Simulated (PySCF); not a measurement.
Radial density of V⁺ (vanadium, charge +1)

UHF, [Ar] 3d4, high-spin 5D determinant. Computed with PySCF 2.14 in def2-SVP (5s3p2d1f, 31 functions), with the non-relativistic Hamiltonian (point nucleus).

| r (bohr) | 4πr²ρ (e/bohr) | 4πr²(ρα − ρβ) |
| --- | --- | --- |
| 0.00124 | 0.1463 | 0.0000 |
| 0.00209 | 0.4041 | 0.0000 |
| 0.00351 | 1.078 | 0.0000 |
| 0.00590 | 2.719 | 0.0000 |
| 0.00993 | 6.413 | -0.0001 |
| 0.0167 | 13.29 | -0.0002 |
| 0.0281 | 22.49 | -0.0002 |
| 0.0472 | 27.30 | -0.0002 |
| 0.0794 | 22.45 | 0.0009 |
| 0.134 | 22.56 | 0.0167 |
| 0.225 | 29.62 | 0.1592 |
| 0.378 | 15.33 | 0.7668 |
| 0.636 | 10.14 | 2.0497 |
| 1.07 | 10.13 | 2.5184 |
| 1.80 | 2.580 | 1.4043 |
| 3.03 | 0.3317 | 0.3049 |
| 5.09 | 0.001534 | 0.0014 |
| 8.56 | 1.005e-05 | 0.0000 |
